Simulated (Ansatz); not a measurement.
Consider the formal exchange of groups at the Sn–S bond: `C[S][SnH]([F])[Cl]` + GeH₄ → `[F][SnH]([Cl])[GeH3]` + CH₃SH.

Gas-phase electronic energies from Ansatz, PBE0-D4/def2-TZVP geometries. CCSD(T)/CBS is the MP2 limit (def2-TZVPP, def2-QZVPP) plus CCSD(T) − MP2 in def2-TZVPP, frozen cores. This one scheme is used for every species. DFT in def2-TZVPP. B3LYP here is the variant with VWN-RPA as its local correlation; programs differ in this. HSE06 is defined as in plane-wave codes. def2 core potentials past Kr. For Ge, Sn outer-core shells are correlated without core-valence functions, which leaves a few kJ/mol of doubt a bond. Scalar relativity is left out up to krypton. Each species was taken in one conformer, which may not be the lowest.

`C[S][SnH]([F])[Cl]`:

```xyz
9

C     0.637    1.375   -0.576
S    -1.107    1.011   -0.201
Sn   -0.866   -1.201    0.576
F     0.297   -1.150    2.097
Cl    0.394   -2.419   -0.939
H     0.644    2.379   -0.997
H     1.243    1.360    0.328
H     1.033    0.676   -1.312
H    -2.274   -2.031    1.022
```

GeH₄:

Z-matrix (Å, degrees):
```
Ge
H 1 1.534
H 1 1.534 2 109.5
H 1 1.534 2 109.5 3 -120.0
H 1 1.534 2 109.5 3 120.0
```

`[F][SnH]([Cl])[GeH3]`:

Z-matrix (Å, degrees):
```
Sn
Cl 1 2.326
Ge 1 2.596 2 108.8
F 1 1.922 2 103.9 3 113.1
H 1 1.704 2 106.8 3 -136.9
H 3 1.533 1 108.8 2 175.3
H 3 1.530 1 107.5 2 55.0
H 3 1.533 1 108.2 2 -64.7
```

CH₃SH:

```xyz
6

C    -0.277   -0.405    0.025
S     1.206    0.587    0.310
H    -1.146    0.024    0.522
H    -0.076   -1.384    0.460
H    -0.475   -0.532   -1.039
H     0.769    1.711   -0.279
```

```tsv
level	ΔE (kJ/mol)
LDA (SPW92)	11.6
BLYP-D4	13.9
HSE06-D4	12.2
B2PLYP	12.5
B3LYP	6.9
BHLYP	9.4
MP2/def2-TZVPP	18.8
HF/CBS(def2)	13.4
```

(1) What does CCSD(T)/CBS give? (An estimate is asked.)

Largest T1 diagnostic among the species: 0.013.

Results:

(1) Computed: +15.8 kJ/mol. The listed levels differ from it by -4.2, -1.9, -3.6, -3.3, -8.9, -6.4, 3.0, -2.4 kJ/mol.

The D4 term adds +6.2 kJ/mol with B3LYP and +3.4 kJ/mol with PBE0; it sums over pairs of atoms, weighted by their polarisabilities, and B3LYP, whose exchange is more repulsive, gets the larger term. Leaving LDA and LC-ωPBE aside and taking each functional with its dispersion term where it has one, the values, not all of them listed here, spread over 13.7 kJ/mol, from HSE06-D4 to B97M-V. LDA lies +3.1 kJ/mol from PBE without D4. From BLYP to BHLYP (50 % exact exchange), in def2-TZVPP and without D4, ΔE moves by +3.5 kJ/mol.
